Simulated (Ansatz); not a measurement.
SiGeH6⁺, that is Si(GeH3)H3 with one electron fewer. The state is a doublet with charge 1. Geometry PBE0-D4/def2-TZVP; atoms count from 1.

```tsv
atom	x (Å)	y (Å)	z (Å)
Si1	-0.452	0.556	-1.166
Ge2	0.456	-0.561	1.176
H3	-0.724	-0.154	2.050
H4	1.748	0.241	1.279
H5	0.532	-2.001	0.682
H6	-0.610	1.942	-0.684
H7	-1.667	-0.266	-1.328
H8	0.717	0.243	-2.009
```

Problem. Estimate the Mulliken populations from the PBE0/def2-TZVP orbitals of Ansatz.

Solution. 
| atom | charge (e) | spin (α − β) |
| --- | --- | --- |
| Si1 | 0.14 | 0.53 |
| Ge2 | 0.08 | 0.43 |
| H3 | 0.15 | 0.01 |
| H4 | 0.15 | 0.01 |
| H5 | 0.15 | 0.01 |
| H6 | 0.11 | 0.01 |
| H7 | 0.11 | 0.01 |
| H8 | 0.11 | 0.01 |
Mulliken values depend strongly on the basis.

Problem. Where does the spin sit?

Solution. Summed by element: Si 0.53, Ge 0.43, H 0.04, of 1 unpaired in all. Largest on single atoms: Si1 0.53, Ge2 0.43, H6 0.01.

Problem. And the Mayer bond orders between heavy atoms (over 0.3)?

Solution. Si1–Ge2 0.54 (2.75 Å).
